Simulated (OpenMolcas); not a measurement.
# Potential curves of ZrO⁺: spin-free states

Calculated with OpenMolcas 26.06: state-averaged CASSCF(7,9) over Zr 5s 4d, O 2p, XMS-CASPT2 (IPEA 0.25, imaginary shift 0.2 hartree), scalar X2C, ANO-RCC-VDZP, then RASSI spin–orbit state interaction with atomic mean-field integrals. C2 symmetry about the axis (a holds Σ, Δ, Γ; b holds Π, Φ, H; Σ⁺ and Σ⁻ are not told apart); roots by multiplicity and irrep: 2a 3.

XMS-CASPT2 energies in eV from the lowest point. Curves are followed by energy order within each symmetry, so they are adiabatic and may change character at avoided crossings; Σ⁺ and Σ⁻ are counted together.

| R (Å) | (1)2Δ | (1)2Σ |
| --- | --- | --- |
| 1.516 | 1.158 | 1.302 |
| 1.584 | 0.422 | 0.592 |
| 1.634 | 0.129 | 0.318 |
| 1.685 | 0.000 | 0.215 |
| 1.744 | 0.021 | 0.263 |
| 1.803 | 0.165 | 0.446 |
| 1.887 | 0.555 | 0.865 |
| 2.022 | 1.392 | 1.743 |
| 2.275 | 3.112 | 3.462 |

Only roots inside an energy window near the equilibrium distance were included, so the list of states is not complete; labels number the states computed. Each spin and symmetry block has orbitals of its own, averaged over its own roots, so gaps between blocks are less sure than gaps within one and near the minimum can be off by tenths of an eV, in bad cases by more. No Rydberg orbitals are active, so Rydberg states, and σ→σ* states whose orbital the CASSCF left unused, can be missing between those listed. No roots were computed in blocks 2b, 4a, 4b (none fell in the window or the block failed), so states of that kind are missing and can lie low or lowest. For d and f metals this valence active space lacks a second d shell: the order of states is not reliable within half an eV or more, and the lowest computed state need not be the true ground state.
